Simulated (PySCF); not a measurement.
# How methods differ on the excitation energy of Pm

Pm [Xe] 4f5 6s2 (high-spin determinant) → Pm [Xe] 4f5 6s1 6p1 (high-spin determinant), as a difference of total energies. Computed with PySCF 2.14 in x2c-TZVPPall (11s7p7d4f2g, 113 functions), with scalar relativity by spin-free X2C-1e. Correlated levels: valence: [Kr] 4d10 frozen; valence and next inner shell: [Ar] 3d10 frozen. The calculations carry no spin-orbit coupling.

```
                                method  excitation energy (eV)
                                   UHF                   0.847
                                   LDA                   1.811
                                   PBE                   1.626
                                  PBE0                   1.516
                                r2SCAN                   1.268
                         MP2 (valence)                   1.727
                     SCS-MP2 (valence)                   1.800
    MP2 (valence and next inner shell)                   1.759
SCS-MP2 (valence and next inner shell)                   1.813
```

Task: How much does correlation contribute at MP2 (valence and next inner shell)?

Result: 1.759 − (0.847) = 0.912 eV, measured against UHF.

A first-order spin-orbit estimate (lowest level to lowest level, LS coupling) adds -0.053 eV.

The basis was made for the ground configuration and has no added diffuse functions, so the excitation energy can come out too high.

The determinant of the upper state and of the lower state mixes LS terms, which raises its energy above the lowest term, most at the Hartree-Fock and MP2 levels.
